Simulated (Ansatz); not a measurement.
Reaction (substitution at a C–S bond): `OC(S)S[SiH3]` + H–F → `OC(F)S[SiH3]` + H₂S

Program: Ansatz. Geometries: PBE0-D4/def2-TZVP. ΔE: electronic, gas phase. CCSD(T)/CBS is the MP2 limit (def2-TZVPP, def2-QZVPP) plus CCSD(T) − MP2 in def2-TZVPP, frozen cores. This one scheme is used for every species. One conformer a species, not always the lowest.

`OC(S)S[SiH3]`:

Cartesian coordinates in Å:
```
O -0.381 -1.322 1.050
C -0.974 -0.274 0.372
S -2.480 0.245 1.272
S 0.115 1.182 0.147
Si 1.650 0.234 -1.006
H -0.090 -0.997 1.912
H -1.249 -0.660 -0.609
H -2.589 1.457 0.706
H 1.026 -0.569 -2.089
H 2.454 1.345 -1.572
H 2.519 -0.641 -0.182
```

H–F:

```xyz
2

F     0.175    0.159   -0.395
H    -0.175   -0.159    0.395
```

`OC(F)S[SiH3]`:

```xyz
10

O     0.959    1.411   -0.151
C    -0.396    1.321   -0.047
F    -1.006    2.370   -0.680
S    -1.107   -0.188   -0.811
Si    0.067   -1.624    0.257
H     1.210    1.239   -1.067
H    -0.650    1.371    1.013
H     1.465   -1.688   -0.234
H     0.066   -1.290    1.704
H    -0.608   -2.922    0.016
```

H₂S:

Z-matrix (Å, degrees):
```
S
H 1 1.341
H 1 1.341 2 92.3
```

CCSD(T)/CBS gives +1.4 kcal/mol.

Another level gave -6.9 kcal/mol. Which?
A. HF/def2-TZVPP
B. CCSD/def2-TZVPP
C. MP2/def2-TZVPP
D. SCS-MP2/def2-TZVPP

A. HF/def2-TZVPP -6.9, CCSD/def2-TZVPP -1.6, SCS-MP2/def2-TZVPP 0.4, MP2/def2-TZVPP 2.5 kcal/mol.

Largest T1 diagnostic among the species: 0.012.

The D4 term adds +2.5 kcal/mol with B3LYP and +1.3 kcal/mol with PBE0; it sums over pairs of atoms, weighted by their polarisabilities, and B3LYP, whose exchange is more repulsive, gets the larger term. In def2-TZVPP, CCSD(T) changes the Hartree–Fock value by +6.3 kcal/mol (the triples alone add +1.0 kcal/mol) and MP2 by +9.4 kcal/mol.

B3LYP here is the variant with VWN-RPA as its local correlation; programs differ in this.
